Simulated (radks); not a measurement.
The rhenium ion Re+ inside a hard spherical wall (all orbitals vanish at R), configuration held at [Xe] 4f14 5d5 6s1 and not refilled when levels cross. Calculated with a radial shooting solver on a logarithmic mesh with Libxc functionals: scalar-relativistic Kohn-Sham, LDA (Slater exchange, VWN5 correlation), spin-polarised, spherical densities, point nucleus; open shells are filled with parallel spins first (spin-orbit coupling, left out, can overturn this in heavy ions). Eigenvalues in eV for spin up, with the zero of energy where the potential of the charges vanishes at infinity; a dash marks a level that is unbound or too diffuse for the functional's potential to be trusted. A positive occupied level is held by the wall or, in an anion where self-interaction has pushed it up, behind a barrier. The pressure on the wall is -dE/dV.

R (bohr)  E (hartree)  kinetic (hartree)    e(5p)    e(4f)    e(5d)    e(6s)  e(6p, empty)  e(7s, empty)  pressure (GPa)
free      -16682.4558          18434.594  -55.844  -50.226  -14.252  -13.814        -7.659        -3.329               0
20        -16682.4558          18434.594  -55.844  -50.226  -14.252  -13.814        -7.659        -3.328        < 0.0001
15        -16682.4558          18434.594  -55.844  -50.226  -14.252  -13.814        -7.659        -3.305        < 0.0001
12        -16682.4558          18434.594  -55.844  -50.226  -14.252  -13.814        -7.659        -3.162        < 0.0001
8         -16682.4555          18434.598  -55.824  -50.206  -14.235  -13.795        -7.556        -1.248          0.0218
3.5       -16681.8318          18437.761  -49.304  -42.680   -7.493   -2.292        10.905        60.424             204
2         -16670.0072          18484.358   -9.994    0.692   44.943   116.16        155.30        371.92           17900
